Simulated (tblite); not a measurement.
Compound: C₇H₈OS (charge +1 and doublet state).
Atom-mapped SMILES: `[CH3:1][O:2][c:3]1[cH:4][cH:5][cH:6][cH:7][c:8]1[SH+:9]` (hydrogens: H10, H11, H12 on C1; H13 on C4; H14 on C5; H15 on C6; H16 on C7; H17 on S9)

Structure used (GFN2-xTB), in Å, numbered top down from 1:
```xyz
17
C7H8OS angstrom
C      2.501   -0.785    0.477
O      1.581    0.295    0.485
C      0.320    0.126    0.113
C     -0.246   -1.079   -0.316
C     -1.573   -1.137   -0.678
C     -2.389    0.007   -0.628
C     -1.863    1.205   -0.212
C     -0.516    1.295    0.164
S      0.100    2.822    0.681
H      2.181   -1.580    1.155
H      2.624   -1.190   -0.530
H      3.446   -0.369    0.822
H      0.361   -1.969   -0.365
H     -1.993   -2.074   -1.007
H     -3.425   -0.060   -0.917
H     -2.473    2.094   -0.169
H      1.357    2.410    0.915
```

Level: GFN2-xTB in tblite, geometry and Hessian alike; calculated harmonic values, unscaled, isolated species. Errors from tens to a few hundred cm⁻¹ against measured bands are possible. Modes of hydrogen on sulfur can be 10 to 20 % off. One conformer, not necessarily the lowest. Open shells enter through the occupations alone, without spin polarisation, and single modes of such species can be off by tens of per cent.

Harmonic wavenumbers (cm⁻¹): 99.9, 133.6, 187.4, 190.0, 244.5, 273.4, 322.2, 387.4, 414.1, 455.4, 460.6, 557.0, 677.6, 691.6, 764.6, 790.6, 840.2, 865.9, 913.4, 920.1, 1009.5, 1061.4, 1066.1, 1085.2, 1126.7, 1159.1, 1168.0, 1217.8, 1277.2, 1322.6, 1381.7, 1388.6, 1416.4, 1432.2, 1437.5, 1510.9, 1534.8, 2354.2, 2972.2, 2977.4, 3041.4, 3104.3, 3107.1, 3117.8, 3121.2.

A = 1609, B = 1535, C = 789.5 MHz; mass 140.030 u (most abundant isotopes); point group Cs, symmetry number 1; spin multiplicity 2.

What is the zero-point energy?

Half the sum of the wavenumbers: 27790 cm⁻¹ = 332.44 kJ/mol.

What is S at 298.15 K and 1 bar for an ideal gas of classical rigid rotors and harmonic oscillators?

Translation 170.49, rotation 123.39, vibration 91.32, spin (R ln 2) 5.76: S = 391.0 J/(mol K).

And Cp and H(298.15 K) − H(0)?

Cp = 149.51 J/(mol K), of which vibrations give 116.25 (their classical limit is 45 R = 374.2); H(298.15 K) − H(0) = 26.00 kJ/mol without the zero-point energy, 16.08 from vibrations.

What must be added to the electronic energy to get the Gibbs energy at 298.15 K and 1 bar?

ZPE + [H(298.15 K) − H(0)] − T·S = 332.44 + 26.00 − 116.56 = 241.88 kJ/mol.

Which modes carry the vibrational entropy at 298.15 K?

99.9 cm⁻¹: 14.46; 133.6 cm⁻¹: 12.11; 187.4 cm⁻¹: 9.43; 190.0 cm⁻¹: 9.32; 244.5 cm⁻¹: 7.41; 273.4 cm⁻¹: 6.59 J/(mol K); the other 39 give 32.01 together.

Hindered rotation and anharmonicity are outside this model. Other conformers, if any are populated, would add a mixing term that is left out.
